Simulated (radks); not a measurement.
Values are calculated unless marked as measured or tabulated.
Zr+, configuration [Kr] 4d(up 1, down 1) 5s(up 0.5, down 0.5) (fractional occupations, a model configuration). Level of theory: non-relativistic Kohn-Sham, PBE, spin-polarised, spherical densities, point nucleus; relativity is left out, which matters for an element this heavy (a radial shooting solver on a logarithmic mesh with Libxc functionals).

Radial electron density D(r) = 4 pi r^2 rho(r):

r (bohr),D(r) (e/bohr)
0.001254,0.7961
0.001449,1.045
0.001673,1.370
0.001932,1.789
0.002231,2.330
0.002577,3.023
0.002976,3.905
0.003437,5.020
0.004001,6.503
0.004621,8.254
0.005336,10.40
0.006163,12.98
0.007117,16.05
0.00822,19.60
0.009493,23.62
0.01096,28.04
0.01266,32.69
0.01462,37.36
0.01689,41.73
0.0195,45.42
0.02252,48.07
0.02601,49.35
0.03004,49.14
0.03469,47.60
0.04039,45.11
0.04664,42.86
0.05387,41.80
0.06221,42.82
0.07185,46.25
0.08297,51.48
0.09583,56.93
0.1107,60.47
0.1278,60.28
0.1476,55.85
0.1705,48.61
0.1969,41.49
0.2274,37.55
0.2626,38.16
0.3032,41.88
0.3502,45.17
0.4077,44.37
0.4708,38.34
0.5438,28.97
0.628,19.60
0.7253,12.99
0.8376,9.923
0.9673,9.285
1.117,9.239
1.29,8.502
1.49,6.867
1.721,4.869
1.987,3.127
2.295,1.933
2.651,1.238
3.061,0.8426
3.535,0.5786
4.116,0.3586
4.753,0.1980
5.489,0.09196
6.339,0.03466
7.321,0.01018
8.455,0.002244
9.765,0.0003579

D(r) has 4 maxima, at r = 0.0273, 0.118, 0.370, 1.05 bohr, and minima at 0.0543, 0.239, 0.983 bohr, inside which lie 2.05, 11.11, 29.58 electrons.
